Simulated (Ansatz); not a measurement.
One change: `[CH3][GeH2][Br]` becomes `[CH3][GeH2][SH]`.

Ansatz, PBE0-D4/def2-TZVP geometries, multiplicity 1. Each molecule was computed in one conformer, which needn't be the lowest.

Scalar relativity is left out up to krypton.

```tsv
property	`[CH3][GeH2][Br]`
HOMO–LUMO gap (PBE/def2-TZVPP) / eV	5.64
LUMO energy (ωB97M-V/def2-TZVPP) / eV	1.65
HOMO energy (B3LYP/def2-TZVPP) / eV	-7.79
LUMO energy (B3LYP/def2-TZVPP) / eV	-0.51
HOMO–LUMO gap (B3LYP/def2-TZVPP) / eV	7.28
size of the dipole moment (B3LYP/def2-TZVPP) / D	2.45
```

(1) What does the change do to each property? (An estimate is asked.)

## Answers

(1) The calculation gave: 
```json
{"property": "HOMO–LUMO gap (PBE/def2-TZVPP) / eV", "`[CH3][GeH2][SH]`": "5.24", "shift": "-0.40"}
{"property": "LUMO energy (ωB97M-V/def2-TZVPP) / eV", "`[CH3][GeH2][SH]`": "2.04", "shift": "0.39"}
{"property": "HOMO energy (B3LYP/def2-TZVPP) / eV", "`[CH3][GeH2][SH]`": "-6.89", "shift": "0.90"}
{"property": "LUMO energy (B3LYP/def2-TZVPP) / eV", "`[CH3][GeH2][SH]`": "-0.03", "shift": "0.48"}
{"property": "HOMO–LUMO gap (B3LYP/def2-TZVPP) / eV", "`[CH3][GeH2][SH]`": "6.86", "shift": "-0.42"}
{"property": "size of the dipole moment (B3LYP/def2-TZVPP) / D", "`[CH3][GeH2][SH]`": "1.38", "shift": "-1.07"}
```

With PBE0 the HOMO rises by 0.91 eV and the LUMO rises by 0.48 eV, so the gap narrows by about 0.43 eV. PBE moves the HOMO by 0.88 eV and ωB97M-V by 0.91 eV. The zero-point energy changes by 21.8 kJ/mol with +3 modes. Dipoles are sizes alone; their direction can turn.

B3LYP here is the variant with VWN-RPA as its local correlation; programs differ in this.

Spin–orbit coupling is left out; it splits and shifts lone-pair levels of the heavy atoms by tenths of an eV.
